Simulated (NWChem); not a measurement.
Species: CH8OSi2; SMILES OC([SiH3])[SiH3]

```xyz
12

O      1.6891    -0.0671     0.1833
C      0.4086    -0.0066    -0.4375
Si    -0.5083    -1.5940     0.0582
Si    -0.5057     1.5848     0.0616
H      2.2087     0.6914    -0.1064
H      0.4809    -0.0329    -1.5464
H     -1.8499    -1.6007    -0.6040
H      0.2672    -2.7904    -0.3841
H     -0.6931    -1.6436     1.5385
H      0.4010     2.7423    -0.2290
H     -0.8078     1.5829     1.5237
H     -1.7743     1.7548    -0.7118
```
Atoms are numbered in this order, from 1.

Program: NWChem. All runs use the structure optimised with PBE0/def2-SVP. Level SCAN/def2-SVP: energy and gradient on several grids; changes count from the extra-fine grid, which is no exact limit either.

```tsv
grid	size of the energy change (μHa)	largest change of a gradient component (μHa/bohr)	time, medium = 1 (rough)
xcoarse	3000	2000	about 1
coarse	6000	700	about 1
medium	2000	800	about 1
fine	600	300	about 1
xfine	< 10	< 30	2
```
